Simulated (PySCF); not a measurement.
Species: C₄H₄NS, charge -1, multiplicity 1. It need not be the lowest isomer of its formula. Whether it binds its extra electron was not tested at this geometry. 
Geometry from a B3LYP-D3(BJ)/def2-TZVP (Ansatz) optimisation:
```
C
N 1 1.3342
H 2 1.0204 1 107.97
C 1 1.4136 2 126.06 3 -180.00
H 4 1.0778 1 126.59 2 0.00
C 1 1.4682 2 126.61 3 0.00
C 6 1.3594 1 115.73 2 180.00
H 7 1.0799 6 128.00 1 -180.00
H 6 1.0853 7 122.85 8 0.00
S 7 1.7226 8 120.39 6 180.00
```
Charge -1, spin multiplicity 1.

Dispersion corrections to the total energy (kcal/mol) from the dftd3 and dftd4 libraries through PySCF: D3(BJ) without and D4 with the three-body term, each with the damping fitted for the functional named.

```csv
functional,D3(BJ),D4
TPSSh,…,-8.96
HF,…,-27.23
B2PLYP,…,-5.09
HSE06,-4.26,-5.67
B2GP-PLYP,-4.34,-3.05
LC-wPBE,-6.11,-8.11
revPBE,-16.36,-23.73
```

Question: What belongs in the gaps?

Answer: 
- TPSSh, D3(BJ): -7.49
- HF, D3(BJ): -53.40
- B2PLYP, D3(BJ): -5.33
